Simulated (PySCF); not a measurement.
CHO2, SMILES [C](O)[O] (connectivity only; charge and spin as stated), neutral, multiplicity 2.

Geometry: B3LYP-D3(BJ)/def2-TZVP. Other conformers were not sampled.

These are ωB97X/def2-TZVPD (PySCF) values and carry that method's errors.

Q: Estimate the frontier levels, dipole moment and polarisability. (Estimate from the structure and the level; the computed values follow.)

A: 
α spin, highest occupied and lowest empty level: -9.43 and 1.47 eV
β spin, highest occupied and lowest empty level: -12.80 and -0.55 eV
dipole moment: 3.05 D
quadrupole, principal values (traceless, Buckingham form, about the centre of nuclear charge): -3.19, -0.40, 3.59 D·Å
mean static polarisability: 22.0 bohr³ (3.26 Å³)
polarisability, principal values: 16.8, 20.2, 29.0 bohr³
⟨S²⟩: 0.754 (pure state 0.75)
